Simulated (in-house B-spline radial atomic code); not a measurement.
Results of a calculation; reference values are marked as such.
# Extrapolating the RPA correlation energy in partial waves: Ce4+

All-electron RPA on PBE orbitals from a B-spline radial code for spherical atoms, scalar-relativistic (spin-free one-electron X2C), finite nucleus, configuration [Kr] 4d10 5s2 5p6. Spin-orbit coupling, left out, splits p levels strongly here. With empty states up to angular momentum L the sums are:

```
L  E_c(L) (hartree)
4         -3.723934
5         -4.044118
6         -4.201651
7         -4.285655
```

For large l each further wave adds A/(l + 1/2)⁴, because the basis must build the cusp where two electrons meet.

Task: Estimate the limit from L = 6 and L = 7.

Result: Wave 7 adds -0.084004, against a sum of (l + 1/2)⁻⁴ of 3.16049e-04, so A = -265.79. The sum over l > 7 is ζ(4, 8.5) = 6.4602e-04, close to 1/(3 × 8³) = 6.5104e-04. The tail is -0.171709 and the limit -4.45736 hartree.

Task: How good is the estimate?

Result: A run to L = 11 sums to -4.38690 and extrapolates to -4.42445 hartree, 2.88 millihartree from the run before, so it has not settled and is itself too deep. The estimate differs from that by -32.91 millihartree, while the bare sum at L = 7 misses 138.8 millihartree (3.1 %).
